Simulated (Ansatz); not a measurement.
Job for Ansatz (an electronic-structure program): R-wB97X-V/def2-TZVPPD on C2H6AlN (a complex), monomers drawn apart or pushed together. Files ending in .json are basis or fitting sets from the Basis Set Exchange.

Ansatz 0.2 input:
```yaml
crystal:
  periodic: [false, false, false]
  atoms:
    - {symbol: Al, position_ang: [-0.03534412, 0.15324321, -0.40981655]}
    - {symbol: H, position_ang: [-1.49527161, -0.22021759, -0.92851754]}
    - {symbol: H, position_ang: [1.14634410, -0.86223162, -0.74494603]}
    - {symbol: H, position_ang: [0.33283800, 1.70001927, -0.30106647]}
    - {symbol: C, position_ang: [-0.61669330, -0.85996842, 4.38129825]}
    - {symbol: C, position_ang: [-0.44608697, -0.56269953, 2.97519385]}
    - {symbol: N, position_ang: [-0.31076403, -0.32781448, 1.86405902]}
    - {symbol: H, position_ang: [-0.17049029, -1.82839989, 4.60937209]}
    - {symbol: H, position_ang: [-0.13063624, -0.09034280, 4.98163343]}
    - {symbol: H, position_ang: [-1.67907784, -0.88794686, 4.62530974]}
basis:
  gaussian:
    orbitals: def2-TZVPPD.json
hamiltonian:
  xc: {name: wB97X-V}
scf: {lower_state_search: off}
```

Task: Give the final energy of this run.

Result: -376.9547 hartree.

Task: How many basis functions does it have, and what does it roughly cost on one machine?

Result: 261 functions; roughly 5 core-seconds.
